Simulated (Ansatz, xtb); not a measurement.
# Relative energy of two isomers of C5H6Se2

Structure I is `C=C1[Se]C=C(C)[Se]1`, a singlet and structure II is `C[Se]c1cc[se]c1`, a singlet. Both are isolated molecules in the gas phase, relaxed with PBE-D3(BJ)/def2-SVP; the shapes shown needn't be the lowest conformers.

I (Å):

```xyz
13

C    -3.4327    0.2777    1.9155
C    -2.1558    0.7212    1.8760
C     0.2842    1.9825    2.3479
C     0.5482    1.2360    1.2502
C     1.8634    1.1655    0.5324
Se   -1.4292    1.9677    3.1455
Se   -0.8815    0.1753    0.5503
H    -4.1305    0.6179    2.6952
H    -3.8138   -0.4365    1.1707
H     1.0402    2.6256    2.8246
H     2.2694    0.1317    0.5230
H     2.6070    1.8206    1.0261
H     1.7698    1.4893   -0.5259
```

II (Å):

```xyz
13

C    -2.4810   -0.0411    2.2134
C    -0.0537    1.5557    1.8636
C     0.8337    0.6392    1.1948
C     1.6366    1.2140    0.2378
C     0.0480    2.8673    1.4436
Se   -1.2375    1.0434    3.2874
Se    1.3428    3.0606    0.1043
H    -2.9830    0.5894    1.4564
H    -3.2313   -0.4509    2.9164
H    -1.9436   -0.8746    1.7237
H     0.8710   -0.4314    1.4436
H     2.3903    0.7227   -0.3904
H    -0.5321    3.7258    1.8033
```

Which of the two would you expect CCSD(T)/def2-SVP + ΔMP2/def2-TZVPP electronic energies to favour?

Structure II; the calculation gives E(II) − E(I) = −11.0 kcal/mol.

The same difference at several levels:

```
                             level             geometry  E(II) − E(I) (kcal/mol)  departure from the last row (kcal/mol)  job, with rough time for the two
                          GFN2-xTB             GFN2-xTB                     −11.9                                    −0.8              optimisation, 0.56 s
                         HF/STO-3G             GFN2-xTB                      −5.7                                    +5.3              single point, 0.86 s
                r2SCAN-D4/def2-SVP             GFN2-xTB                     −10.4                                    +0.6               single point, 6.3 s
               PBE-D3(BJ)/def2-SVP  PBE-D3(BJ)/def2-SVP                     −10.5                                    +0.5                optimisation, 51 s
                       HF/def2-SVP  PBE-D3(BJ)/def2-SVP                     −11.3                                    −0.2           part of the CCSD(T) run
                      MP2/def2-SVP  PBE-D3(BJ)/def2-SVP                     −14.3                                    −3.2           part of the CCSD(T) run
                  CCSD(T)/def2-SVP  PBE-D3(BJ)/def2-SVP                     −10.7                                    +0.3                      single point
CCSD(T)/def2-SVP + ΔMP2/def2-TZVPP  PBE-D3(BJ)/def2-SVP                     −11.0                                                     single point, 3.2 min
```

As drawn, II has 3 C∷C, 2 C∷Se in place of 2 C=C, 2 C–Se, 1 C–C (∷ is an aromatic bond). Structure I has a 5-membered ring, II a 5-membered ring (with an aromatic ring).

The levels shown agree on the order. The largest departure from CCSD(T)/def2-SVP + ΔMP2/def2-TZVPP is that of HF/STO-3G, 5.3 kcal/mol. The last row adds to CCSD(T) the change of the MP2 difference between the two basis sets, here −0.3 kcal/mol.

With thermal terms from frequencies at re-optimised GFN2-xTB minima (ideal gas, soft modes damped towards free rotors, one conformer each, 298.15 K, 1 atm): on the last row, ΔE + ΔZPE = −10.9, ΔH = −11.1, ΔG = −11.0 kcal/mol.

The correlated steps freeze 23 core orbitals; the filled d shell of Se is correlated, in a basis made for valence electrons. Programs: Ansatz 0.2.0, xtb 6.7.1; the last row on 4 threads of Arm Neoverse V1 on a shared host.
